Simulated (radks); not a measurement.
Results of a calculation; reference values are marked as such.
Task: Isoelectronic series with 13 electrons, all held in the configuration [Ne] 3s2 3p1, which need not be the ground one along the series. Level of theory: scalar-relativistic Kohn-Sham, BLYP, spin-unpolarised, spherical densities, finite nucleus; Fermi nuclear charge, rms radius of each element as measured or else 0.836 A^(1/3) + 0.57 fm (a radial shooting solver on a logarithmic mesh with Libxc functionals). Total energies (hartree) and mean radii <r> (bohr):

ion,E (hartree),3p,3s,2p
Al,-242.83547,3.492,2.529,0.6038
Si+,-289.72048,2.467,2.052,0.5374
P2+,-341.02544,1.975,1.741,0.4844
S3+,-396.74352,1.665,1.519,0.4409
Cl4+,-456.87549,1.447,1.351,0.4046
Ar5+,-521.42587,1.283,1.219,0.3739
K6+,-590.40143,1.155,1.111,0.3475
Ca7+,-663.81052,1.051,1.022,0.3246
Sc8+,-741.66276,0.9646,0.9459,0.3046
V10+,-910.74064,0.8300,0.8245,0.2710
Cr11+,-1001.99043,0.7762,0.7750,0.2569
Mn12+,-1097.73168,0.7291,0.7311,0.2441
Fe13+,-1197.97868,0.6875,0.6920,0.2325
Co14+,-1302.74634,0.6504,0.6568,0.2220

Estimate the row of Ti9+.

Result: E (hartree) -823.96890; 3p 0.8921; 3s 0.8809; 2p 0.2868.
